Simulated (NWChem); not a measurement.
Molecule: NH3Te; SMILES N[TeH]

All runs: NWChem. Medium grid unless said otherwise, to which SCAN and Minnesota functionals are sensitive. The geometry was optimised at PBE0/def2-SVP. def2 effective core potentials on Te; no spin-orbit coupling. B3LYP is NWChem's, with the RPA form of VWN correlation.

**Question.** Order these by “dipole (D)”, lowest first: LRC-wPBEh/def2-SVP; LDA (Slater exchange, VWN5)/def2-SVP; MN15/def2-SVP; PBE/def2-SVP.

**Answer.** MN15/def2-SVP (1.42), PBE/def2-SVP (1.47), LRC-wPBEh/def2-SVP (1.56), LDA (Slater exchange, VWN5)/def2-SVP (1.63)
